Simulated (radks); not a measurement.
Species: Bi+. Configuration: [Hg] 6p1 7d1 (not the ground configuration). Method: Dirac Kohn-Sham, PBE, spin-unpolarised, spherical densities, finite nucleus; open shells are shared between the two j in proportion to 2j + 1; Fermi nuclear charge, rms radius 5.5211 fm; computed with a radial shooting solver on a logarithmic mesh with Libxc functionals.

Radial electron density D(r) = 4 pi r^2 rho(r):

```
   r/bohr * D(r) (the largest magnitude, 155, reaches the edge; | marks zero)
 0.004005 |                          *
 0.005649 |                                  *
 0.007968 |                                         *
  0.01124 |                                          *
  0.01586 |                                       *
  0.02236 |                                      *
  0.03155 |                                            *
   0.0445 |                                                      *
  0.06277 |                                                  *
  0.08854 |                                           *
   0.1249 |                                                   *
   0.1762 |                                          *
   0.2485 |                             *
   0.3505 |                                   *
   0.4945 |                     *
   0.6975 |          *
   0.9839 |       *
    1.388 |   *
    1.958 |*
    2.761 *
    3.895 *
    5.494 *
     7.75 *
    10.93 *
    15.42 *
    21.75 *
```

D(r) has 5 maxima, at r = 0.0105, 0.0486, 0.135, 0.345, 9.93 bohr, and minima at 0.0210, 0.0864, 0.247, 5.76 bohr, inside which lie 2.05, 11.02, 30.16, 81.10 electrons.
